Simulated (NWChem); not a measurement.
Species: GeBrClF2; SMILES [Cl][Ge]([F])([Br])[F]

```xyz
5

F     -1.3095     0.7719    -1.3646
Ge    -0.3226     0.4569     0.0000
F     -1.3095     0.7719     1.3646
Cl     1.2949     1.8151     0.0000
Br     0.3193    -1.7021     0.0000
```
Atoms are numbered in this order, from 1.

Level: PBE0/def2-SVP (NWChem), optimised geometry, unscaled harmonic frequencies. This build's default masses of Se (78.918 u) and Br (79.917 u) are each other's, which moves their modes by up to 0.6 %.

```csv
frequency (cm⁻¹),IR intensity (km/mol)
116,0.6
152,1.0
184,8.5
219,24.9
237,21.2
338,50.6
468,86.7
745,77.9
770,73.1
```

* **zero-point energy**: 4.6 kcal/mol
* **thermal correction to the enthalpy at 298.15 K (with zero-point energy)**: 9.3 kcal/mol
* **heat capacity Cv**: 19.6 cal/(mol K)
* **entropy at 298.15 K and 1 atm (symmetry number 1)**: 85.7 cal/(mol K)
* **dipole moment**: 1.47 D

Rigid rotor and harmonic oscillator.
